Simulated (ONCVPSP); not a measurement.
Before and after: ONCV potential for molybdenum (Mo)

ONCVPSP 4.0.1 input, shortened (lines: element, Z, core and valence counts, functional; n l f; lmax; l rc ep ncon nbas qcut; lloc lpopt rc5 dvloc0; l nproj debl; icmod fcfact rcfact), PBE, scalar-relativistic:

```
  Mo 42.00    6    3        4      upf
    1    0    2.00
    2    0    2.00
    2    1    6.00
    3    0    2.00
    3    1    6.00
    3    2   10.00
    4    0    2.00
    4    1    6.00
    4    2    6.00
    2
    0    1.80    0.00    4    9    5.50
    1    1.15    0.00    3    6    6.10
    2    1.95    0.00    3    7    8.00
    4    5    1.15    2.00
    0    2    4.00
    1    3    2.70
    2    2    2.10
    0    0.00    0.00
```

All-electron outer shells of the reference configuration (PBE, scalar-relativistic, ld1.x):

```
shell  level (eV)  outermost node (bohr)  outermost maximum (bohr)
   4s      -62.21                   0.51                      0.99
   4p      -36.45                   0.52                      1.08
   4d       -2.31                   0.53                      1.40
```

Change: s: ncon 5, nbas 10.

Cutoffs: the cutoffs (Ha) at which the residual kinetic energy of the hardest occupied pseudo-wave falls to 1 and 0.1 mHa per electron; they do not see the model core or the augmentation charge, which bear on the density cutoff. Errors are all-electron minus pseudo energies relative to the spin-unpolarised reference configuration.

**Question.** What does the change do?

**Answer.** The potential gets neither clearly harder nor softer (71 Ha and 117 Ha → 71 Ha and 117 Ha); the p channel sets the loose cutoff, while the largest relative change is in s, which becomes harder; of the 3 tests that both files solve, the error grows in 0 and shrinks in 1 by more than 15 % and 0.3 meV (median size 0.8 → 0.8 meV); neither file shows a bound ghost.

```tsv
quantity	base	changed
cutoff, loose	71 Ha	71 Ha
cutoff, tight	117 Ha	117 Ha
loose cutoff by channel	s 12 Ha, p 71 Ha, d 18 Ha	s 14 Ha, p 71 Ha, d 18 Ha
bound ghosts	none	none
GHOST(+) flags under 300 eV	s at 146.2 eV	s at 179.9 eV
tests with a reliable result	3 of 4	3 of 4
error for 4s2 4p6 4d5 5s1, meV [ΔE -0.76 eV]	+8.0	+5.0
error for 4s2 4p6 4d5, meV [ΔE 6.13 eV]	+0.3	+0.3
error for 4s2 4p6 4d5 5p1, meV [ΔE 2.38 eV]	+0.8	+0.8
s: phases at 1.83 bohr within 0.05 rad from the reference energy up to (Ha; the scan ends near 5)	to the end of the scan	to the end of the scan
p: phases at 1.17 bohr within 0.05 rad from the reference energy up to (Ha; the scan ends near 5)	to the end of the scan	to the end of the scan
d: phases at 1.98 bohr within 0.05 rad from the reference energy up to (Ha; the scan ends near 5)	to the end of the scan	to the end of the scan
```
